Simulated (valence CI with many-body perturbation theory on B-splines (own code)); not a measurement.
**Level structure of Xe⁵⁺**

Computed by configuration interaction combined with many-body perturbation theory (CI+MBPT): three valence electrons over a frozen Dirac-Fock core [Kr] 4d10, radial functions for each j: 11 s, 11 p, 9 d, 7 f, 5 g, 2 h, 1 i, with the one-electron correlation potential Σ1 (screened to all orders), the two-electron term Σ2, the three-electron term Σ3, Breit, model QED; selected single and double excitations, second order for the rest, scaled by the run's own slope (own B-spline code, finite nucleus).

Set against measurement, 16 paired levels are off by 304 cm⁻¹ on average, the worst by 782. These come from a selection out of Saloman, J. Phys. Chem. Ref. Data 33, 765 (2004). Levels without a partner in it may be off by more, other configurations by several thousand cm⁻¹.

Levels 1 to 45 of 71, with energies above the lowest level, 5s2.5p 2P°_1/2. "Leading %" is the weight of the configuration and term that name the level; weights of strongly mixed levels are sums over their largest components and can fall short. Lifetimes count E1, E2, E3, M1 and M2 decay at the calculated energies, and are blank where another channel may lead or the interval is too uncertain; long ones can be off by a factor of two.

| No. | Configuration | Term | J | E (cm⁻¹) | Leading % | Second component | Lifetime | g |
| --- | --- | --- | --- | --- | --- | --- | --- | --- |
| 1 | 5s2.5p | 2P° | 1/2 | 0.0 | 98 |  |  | 0.666 |
| 2 | 5s2.5p | 2P° | 3/2 | 15607 | 98 |  | 29.0 ms | 1.334 |
| 3 | 5s.5p2 | 4P | 1/2 | 92326 | 94 | 5 % 5s.5p2 2S | 16.4 ns | 2.626 |
| 4 | 5s.5p2 | 4P | 3/2 | 100110 | 98 |  | 106 ns | 1.724 |
| 5 | 5s.5p2 | 4P | 5/2 | 106960 | 87 | 11 % 5s.5p2 2D | 19.4 ns | 1.552 |
| 6 | 5s.5p2 | 2D | 3/2 | 124790 | 86 | 8 % 5s2.5d 2D | 855 ps | 0.828 |
| 7 | 5s.5p2 | 2D | 5/2 | 129120 | 79 | 12 % 5s.5p2 4P | 1.94 ns | 1.248 |
| 8 | 5s.5p2 | 2P | 1/2 | 142150 | 61 | 33 % 5s.5p2 2S | 120 ps | 1.188 |
| 9 | 5s.5p2 | 2S | 1/2 | 158180 | 60 | 36 % 5s.5p2 2P | 149 ps | 1.524 |
| 10 | 5s.5p2 | 2P | 3/2 | 159580 | 92 |  | 85.7 ps | 1.310 |
| 11 | 5s2.5d | 2D | 3/2 | 180770 | 86 | 8 % 5s.5p2 2D | 59.1 ps | 0.805 |
| 12 | 5s2.5d | 2D | 5/2 | 182860 | 88 | 7 % 5s.5p2 2D | 68.1 ps | 1.201 |
| 13 | 4f.5s2 | 2F° | 5/2 | 185090 | 96 |  | 16.5 ns | 0.856 |
| 14 | 4f.5s2 | 2F° | 7/2 | 185420 | 96 |  | 17.0 ns | 1.143 |
| 15 | 5s2.6s | 2S | 1/2 | 224260 | 97 |  | 63.3 ps | 2.002 |
| 16 | 5p3 | 4S° | 3/2 | 232650 | 34 | 34 % 5p3 2D° | 214 ps | 1.325 |
| 17 | 5p3 | 4S° | 3/2 | 240220 | 56 | 31 % 5p3 2D° | 156 ps | 1.476 |
| 18 | 5p3 | 2D° | 5/2 | 240930 | 74 | 23 % 5s.5p.5d 2D° | 719 ps | 1.199 |
| 19 | 5s.5p.5d | 4F° | 3/2 | 259340 | 92 |  | 1.54 ns | 0.438 |
| 20 | 5p3 | 2P° | 1/2 | 260570 | 76 | 14 % 5s.5p.5d 2P° | 281 ps | 0.666 |
| 21 | 5s.5p.5d | 4F° | 5/2 | 262470 | 91 | 4 % 5s.5p.5d 4D° | 997 ps | 1.046 |
| 22 | 5s2.6p | 2P° | 1/2 | 265370 | 88 | 8 % 5p3 2P° | 251 ps | 0.666 |
| 23 | 5p3 | 2P° | 3/2 | 266830 | 47 | 15 % 5s2.6p 2P° | 333 ps | 1.317 |
| 24 | 5s.5p.5d | 4F° | 7/2 | 267310 | 89 | 7 % 5s.5p.5d 4D° | 741 ps | 1.251 |
| 25 | 5s2.6p | 2P° | 3/2 | 270700 | 80 | 11 % 5p3 2P° | 213 ps | 1.331 |
| 26 | 4f.5s.5p | 4G | 5/2 | 271920 | 66 | 20 % 4f.5s.5p 4F | 36.5 ns | 0.709 |
| 27 | 4f.5s.5p | 4F | 7/2 | 273290 | 46 | 45 % 4f.5s.5p 4G | 121 ns | 1.130 |
| 28 | 5s.5p.5d | 4P° | 5/2 | 273800 | 55 | 28 % 5s.5p.5d 4D° | 76.8 ps | 1.469 |
| 29 | 5s.5p.5d | 4D° | 3/2 | 275040 | 62 | 28 % 5s.5p.5d 4P° | 59.6 ps | 1.341 |
| 30 | 5s.5p.5d | 4D° | 1/2 | 275380 | 86 | 8 % 5s.5p.5d 4P° | 51.1 ps | 0.241 |
| 31 | 5s.5p.5d | 4F° | 9/2 | 275650 | 98 |  |  | 1.334 |
| 32 | 4f.5s.5p | 4F | 3/2 | 276010 | 90 | 5 % 4f.5s.5p 4D | 13.4 ns | 0.452 |
| 33 | 4f.5s.5p | 4F | 9/2 | 276230 | 53 | 41 % 4f.5s.5p 4G | 42.5 ns | 1.257 |
| 34 | 4f.5s.5p | 4F | 5/2 | 276240 | 50 | 30 % 4f.5s.5p 2F | 12.0 ns | 0.999 |
| 35 | 4f.5s.5p | 2F | 7/2 | 276670 | 50 | 19 % 4f.5s.5p 4D | 9.14 ns | 1.167 |
| 36 | 4f.5s.5p | 2F | 5/2 | 281590 | 52 | 25 % 4f.5s.5p 4G | 16.5 ns | 0.839 |
| 37 | 4f.5s.5p | 2F | 7/2 | 283440 | 32 | 26 % 4f.5s.5p 4G | 19.7 ns | 1.098 |
| 38 | 5s.5p.5d | 4D° | 5/2 | 284580 | 34 | 26 % 5s.5p.5d 2F° | 73.9 ps | 1.165 |
| 39 | 5s.5p.5d | 4D° | 7/2 | 284890 | 89 | 8 % 5s.5p.5d 4F° | 57.2 ps | 1.409 |
| 40 | 5s.5p.5d | 2D° | 3/2 | 285770 | 32 | 29 % 5s.5p.5d 4P° | 67.8 ps | 1.175 |
| 41 | 5s.5p.5d | 4P° | 1/2 | 286410 | 90 | 8 % 5s.5p.5d 4D° | 75.6 ps | 2.439 |
| 42 | 4f.5s.5p | 4G | 9/2 | 286480 | 55 | 43 % 4f.5s.5p 4F | 294 ns | 1.243 |
| 43 | 5s.5p.5d | 2F° | 5/2 | 286520 | 35 | 30 % 5s.5p.5d 4D° | 81.1 ps | 1.244 |
| 44 | 5s.5p.5d | 4P° | 3/2 | 287380 | 38 | 37 % 5s.5p.5d 2D° | 76.4 ps | 1.221 |
| 45 | 4f.5s.5p | 4G | 11/2 | 287830 | 99 |  | 394 ns | 1.273 |

Names give the largest LS component (configuration and term), which can be under half, so a name can repeat, a term be missing and a line seem to break the LS rules; names also repeat where a configuration has a term twice.

Where two levels of one J and parity lie close, their mixing, g and order are uncertain.

The ionisation energy to 5s2 1S_0 of the next ion comes out as 66.707 eV (NIST: 66.703 ± 0.007 eV (measured)). All 71 levels together are meant to be complete up to 329960 cm⁻¹.
